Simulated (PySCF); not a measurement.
All values below come from PySCF with PBE-D3(BJ)/def2-TZVP // PBE0-D3(BJ)/def2-TZVP. Gas-phase values, no solvent. One relaxed conformer stands for a flexible species; it need not be the lowest. Excitations are Tamm–Dancoff values on a coarser integration grid. The basis has no diffuse functions, so Rydberg states are missing or too high.

Reference species (SMILES): `OB(O)O` (neutral, multiplicity 1).

- S1 oscillator strength = 0.001
- S1 excitation (TDA) = 6.76 eV
- S1–T1 gap (TDA) = 0.14 eV
- LUMO = -0.72 eV

Changed species: `CB(C)O` (C–B–O–H torsion 178°) (1 of 3 CH3 replaced by OH; the reference has 3 of 3 CH3 replaced by OH).

Q: What does the change do to the S1 oscillator strength, S1 excitation (TDA), S1–T1 gap (TDA) and LUMO?

A: the S1 oscillator strength hardly moves; the S1 excitation (TDA) rises by 0.06 eV, to 6.82 eV; the S1–T1 gap (TDA) rises by 0.39 eV, to 0.53 eV; the LUMO goes up by 0.40 eV, to -0.32 eV.
